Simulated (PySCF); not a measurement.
Radial density of Er (erbium, neutral)

UHF, [Xe] 4f11 6s2 6p1, one real determinant (an excited configuration). Calculation: PySCF 2.14, in x2c-TZVPPall; the spin-free X2C one-electron Hamiltonian (Gaussian nucleus).

```
r (bohr)  4πr²ρ (e/bohr)  4πr²(ρα − ρβ)
  0.0246           80.75         0.0047
  0.0414           99.72         0.0075
  0.0696           120.2         0.0011
   0.117           92.25         0.0691
   0.197           105.3         0.7367
   0.331           49.65         2.9721
   0.557           55.09         4.2094
   0.937           18.38         2.0581
    1.58           6.873         0.2770
    2.65           1.225         0.0740
    4.46          0.6687         0.2474
    7.50         0.09258         0.0697
    12.6        0.002107         0.0020
```

Densities and radii are taken from the X2C orbitals without a picture-change correction, which distorts them close to the nucleus.

⟨L²⟩ = 37.04 against 56 for a pure K term, so this real determinant mixes terms. Spin-orbit coupling, absent here, splits the open shell strongly. ⟨S²⟩ = 6.31 against 6.00 shows spin contamination.
